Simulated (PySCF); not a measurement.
Species: BF3H3P.
Bonds: B1–P2, P2–F3, P2–F4, P2–F5. Hydrogens: H6, H7, H8 on B1.

The closed-shell ground state was solved at several levels (PySCF, density fitting, gas phase, non-relativistic). Geometry: PBE0-D3(BJ)/def2-TZVP; no solvent, vibrations or thermal averaging.

| level | basis functions | HOMO (eV) | LUMO (eV) | gap (eV) | dipole (D) |
| --- | --- | --- | --- | --- | --- |
| PBE0/pcSseg-2 | 229 | -9.74 | 0.09 | 9.83 | 1.57 |
| wB97X-D/pcSseg-2 | 229 | -11.66 | 1.96 | 13.62 | 1.66 |
| B97-2/pcSseg-2 | 229 | -9.47 | 0.05 | 9.52 | 1.59 |

**Question.** Estimate the row for KT3/pcSseg-2, a basis of 229 functions; the other rows only guide the guess.

**Answer.** HOMO -8.47 eV, LUMO -0.98 eV, gap 7.49 eV, dipole 1.51 D.

**Question.** Over all these levels, which gives the widest orbital gap and which the narrowest?

**Answer.** wB97X-D/pcSseg-2 (range-separated hybrid) has the widest, 13.62 eV, and KT3/pcSseg-2 (GGA) the narrowest, 7.49 eV. From the narrowest to the widest the HOMO moves by -3.19 eV and the LUMO by +2.94 eV.

**Question.** In the pcSseg-2 basis, how does the gap go with the fixed share of exact exchange?

**Answer.** KT3 (0 %) 7.49 eV; B97-2 (21 %) 9.52 eV; PBE0 (25 %) 9.83 eV. Each rise in the share widens the gap here.

**Question.** How far do the dipole and the HOMO energy spread over the levels?

**Answer.** The dipole runs from 1.51 to 1.66 D (mean 1.58 D) and the HOMO from -11.66 to -8.47 eV.
